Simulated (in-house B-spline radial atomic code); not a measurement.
# Ionising Au⁺ with different functionals

Computed with a radial B-spline atomic code at the basis-set limit: scalar-relativistic (spin-free X2C) Hamiltonian, Fermi nucleus of rms radius 5.4371 fm, spin-polarised at highest spin, spherical fractional occupations for the functionals, the average over the highest-spin determinants for Hartree-Fock. The ionisation energy is the difference of two self-consistent energies, [Xe] 4f14 5d10 → [Xe] 4f14 5d9, without Breit or QED terms; ε is the level of the shell that loses the electron (its least bound occupied spin orbital). There is no spin-orbit coupling in this Hamiltonian.

Hybrids are left out here: with spherical fractional occupations of an open shell their exact exchange keeps a self-interaction that integer-occupation calculations don't have.

```json
{"method": "Hartree-Fock", "rung": "Hartree-Fock", "ΔSCF (eV)": "19.10", "-ε(5d) (eV)": "20.81"}
{"method": "LDA VWN5", "rung": "LDA", "ΔSCF (eV)": "21.34", "-ε(5d) (eV)": "15.61"}
{"method": "LDA PW92", "rung": "LDA", "ΔSCF (eV)": "21.33", "-ε(5d) (eV)": "15.60"}
{"method": "LDA exchange-only", "rung": "LDA", "ΔSCF (eV)": "19.84", "-ε(5d) (eV)": "14.22"}
{"method": "PBE", "rung": "GGA", "ΔSCF (eV)": "21.02", "-ε(5d) (eV)": "15.31"}
{"method": "PBEsol", "rung": "GGA", "ΔSCF (eV)": "21.05", "-ε(5d) (eV)": "15.34"}
{"method": "BLYP", "rung": "GGA", "ΔSCF (eV)": "20.93", "-ε(5d) (eV)": "15.23"}
{"method": "RPBE", "rung": "GGA", "ΔSCF (eV)": "20.93", "-ε(5d) (eV)": "15.22"}
{"method": "PW91", "rung": "GGA", "ΔSCF (eV)": "21.10", "-ε(5d) (eV)": "15.39"}
{"method": "BP86", "rung": "GGA", "ΔSCF (eV)": "21.15", "-ε(5d) (eV)": "15.44"}
{"method": "AM05", "rung": "GGA", "ΔSCF (eV)": "21.04", "-ε(5d) (eV)": "15.32"}
{"method": "OLYP", "rung": "GGA", "ΔSCF (eV)": "20.97", "-ε(5d) (eV)": "15.24"}
{"method": "TPSS", "rung": "meta-GGA", "ΔSCF (eV)": "20.93", "-ε(5d) (eV)": "15.22"}
{"method": "SCAN", "rung": "meta-GGA", "ΔSCF (eV)": "21.14", "-ε(5d) (eV)": "15.46"}
{"method": "r2SCAN", "rung": "meta-GGA", "ΔSCF (eV)": "21.14", "-ε(5d) (eV)": "15.45"}
{"method": "revTPSS", "rung": "meta-GGA", "ΔSCF (eV)": "20.91", "-ε(5d) (eV)": "15.20"}
```

Problem. How do they compare with the NIST value?

Solution. NIST lists 20.20 eV ± 0.025 (measured, ground level to ground level). Errors run from -1.10 to +1.13 eV. The correlated functionals all miss on the same side by more than they spread, so the cause is common to them (spin-orbit coupling, Breit-QED terms, multiplet and fine-structure energies, or a listed next ion that isn't the cheapest removal here) and closeness doesn't rank the functionals. Hartree-Fock also lacks correlation.
